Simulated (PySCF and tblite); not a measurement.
C4H5ClOS, numbered as in [O:1]=[S@:2]1[CH2:3][CH2:4][CH:5]=[C:6]1[Cl:7]. The ensemble was built from 60 distance-geometry starts (ETKDG and KDG, MMFF94s, GFN2-xTB) and rests on GFN2-xTB geometries. Free energies are PBE0-D3(BJ)/def2-SVP (IEF-PCM, dimethylsulfoxide) single points with GFN2-xTB rigid-rotor and vibrational terms (modes under about 200 cm⁻¹ blended into free rotors). Symmetry numbers and mirror images are counted. Conformers within 1.5 kcal/mol (GFN2-xTB free energy) were kept, 10 at most. GIAO shieldings: KT3/pcSseg-1 (IEF-PCM, dimethylsulfoxide). Shifts are against TMS (¹H), TMS (¹³C) at the same level; of two unlike H on one atom, a is the less shielded. Programs: PySCF with density fitting and tblite.

The 5-ring runs over atoms 2–3–4–5–6.

Two conformers hold nearly all the population. I: 5-ring envelope (ring torsions 30, -18, -3, 18, -27°); δ(H3a) = 3.02 ppm. II: 5-ring envelope (ring torsions -25, 16, 1, -14, 22°); δ(H3a) = 4.24 ppm. The average over the ensemble at 298.15 K is 3.47 ppm.

Problem. What populations and free-energy difference follow from a two-state model?

Solution. p(I) = (3.47 − 4.24)/(3.02 − 4.24) = 0.63, so K = p(II)/p(I) = 0.58 and G(II) − G(I) = −RT ln K = 0.32 kcal/mol. The weights computed directly are 63.2 % and 36.8 %.


Conformer gaps in def2-SVP on xTB geometries can be 2 kcal/mol too large for S=O, P=O and other polar bonds.